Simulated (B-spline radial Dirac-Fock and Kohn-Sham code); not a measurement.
## How core holes in Fe¹¹⁺ decay

System: Fe¹¹⁺ in the configuration [Ne] 3s2 3p3.

Level of theory: independent-particle radiative and Coulomb Auger rates from relativistic LDA hole-state orbitals, with Dirac-Fock energies; an atomic code on a B-spline grid.

Partial widths are in eV. Coster-Kronig decay leaves a hole in the same principal shell; its rates are the weakest part of the model, often 1.5 to 2.5 times too large and more for N holes. Holes without an open Auger channel, or with an unreliable SCF state, are not listed.

```csv
hole,radiative,Auger,Coster-Kronig,total,fluorescence yield,lifetime (fs)
1s,0.405,0.753,0,1.16,0.350,0.569
2s,0.00242,0.170,0,0.173,0.0140,3.82
2p3/2,0.000264,0.108,0,0.109,0.00243,6.06
```

Values without a named source are computed, but for edge energies of neutral atoms, which are taken from tables.
